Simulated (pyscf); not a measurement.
PySCF, gas phase, ωB97X-D3(BJ)/def2-SVP geometries.

Q: For the elementary gas-phase step `[C]1=[N][CH2]1` [doublet] → `[CH2][C]#[N]` [doublet] (doublet surface; C–N broken, none formed), what barrier and reaction energy does PBE/def2-TZVP give, measured from the reactant's lowest minimum found?

A: ΔE‡ = 3.6 kcal/mol, ΔE = -49.5 kcal/mol. CCSD(T)/def2-TZVPP + ΔMP2(QZVPP) gives 3.4 kcal/mol and -50.7 kcal/mol. Zero-point energy shifts the barrier by -1.6 kcal/mol. It is a ring opening, with an imaginary mode of 611i cm⁻¹. This is the saddle that the search found; another between the same sides may lie lower. The CCSD(T) − MP2 part came from Ansatz, without density fitting, on the same reference. A UHF reference is spin-contaminated (<S²> up to 1.06), which harms MP2 most.
